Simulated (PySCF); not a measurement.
## C₆ coefficients of unlike pairs at PBE0

Calculated with PySCF 2.14 from the dipole response of each species, C₆(A,B) = (3/π) ∫ α_A(iu) α_B(iu) du, in atomic units, from isotropic polarisabilities. For ions this is the dispersion term alone; charge-induced terms of lower order in 1/R come first.

```csv
species,configuration,basis,relativity,α (bohr³),C₆ (like pair)
Ta⁺,[Xe] 4f14 5d3 6s1 (5F),"x2c-TZVPPall with one added diffuse shell each of s, p, d, f type (12s8p8d4f1g)",spin-free X2C,43.19,377.3
Sb³⁺,[Kr] 4d10 5s2 (1S),"aug-cc-pVTZ-PP with one added diffuse shell each of d, f type with ECP28MDF (6s5p5d3f)",core potential,10.63,46.28
Au,[Xe] 4f14 5d10 6s1 (2S),def2-TZVPPD with the def2 core potential (60 electrons) (6s5p3d2f1g),core potential,34.28,273.2
Ne²⁺,[He] 2s2 2p4 (3P),aug-cc-pCVQZ-DK (9s8p6d4f2g),spin-free X2C,0.8555,1.081
```

Task: Estimate C₆ for Ne²⁺ with Sb³⁺.

Result: The integral gives 6.065. The combination rule 2 C_A C_B / (C_A α_B/α_A + C_B α_A/α_B) gives 5.830 and the geometric mean 7.073.

No spin-orbit coupling is included.

The other pairs:

```csv
pair,C₆
"Sb³⁺, Ta⁺",127.4
"Au, Sb³⁺",110.4
"Au, Ta⁺",319.2
"Ne²⁺, Ta⁺",15.01
"Ne²⁺, Au",13.90
```
